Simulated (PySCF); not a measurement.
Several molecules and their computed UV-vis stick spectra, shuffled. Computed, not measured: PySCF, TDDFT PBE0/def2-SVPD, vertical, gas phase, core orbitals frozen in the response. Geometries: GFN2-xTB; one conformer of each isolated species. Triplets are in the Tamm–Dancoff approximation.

A. `C=C[C@@H]1[SiH2][C@H]1C=C`
B. `CO[S@](=O)C(C)(F)F`
C. `C(C(C)=C)#CC[SiH3]`

Lowest singlet levels (six at most, fewer where fewer were computed) with oscillator strengths:

1. 232 nm (f 0.130); 228 nm (f 0.290); 213 nm (f 0.002); 203 nm (f 0.003); 189 nm (f 0.002); 186 nm (f 0.013); T1 3.43 eV
2. 251 nm (f 0.111); 241 nm (f 0.071); 224 nm (f 0.195); 205 nm (f 0.008); 204 nm (f 0.051); 198 nm (f 0.009); T1 3.65 eV
3. 229 nm (f 0.052); 199 nm (f 0.022); 185 nm (f 0.003); 171 nm (f 0.025); 168 nm (f 0.032); 162 nm (f 0.068); T1 4.37 eV

Question: Which spectrum belongs to which structure?

Answer: 1 = C, 2 = A, 3 = B.
- A: S1 at 4.94 eV, HOMO→LUMO (96%); Löwdin shares by element: HOMO carbon 39% or more, silicon 22% (atoms not listed hold the other 40%); LUMO silicon 29%, carbon 25% or more (atoms not listed hold the other 46%); HOMO -6.36 and LUMO -0.61 eV; point group C2.
- B: S1 at 5.41 eV, HOMO→LUMO (95%); Löwdin shares by element: HOMO oxygen 47%, sulfur 27%, carbon 11% or more; LUMO sulfur 46%, oxygen 27%, carbon 11% or more (atoms not listed hold the other 16%); HOMO -7.58 and LUMO -0.70 eV.
- C: S1 at 5.34 eV, HOMO-1→LUMO (66%), HOMO→LUMO (29%); Löwdin shares by element: HOMO carbon 80% or more (atoms not listed hold the other 20%); LUMO carbon 72% or more (atoms not listed hold the other 28%); HOMO -6.49 and LUMO -0.50 eV.
B and C have S1 within 0.07 eV of each other; their strongest listed levels stand at 7.63 eV (f 0.068) and 5.43 eV (f 0.290).
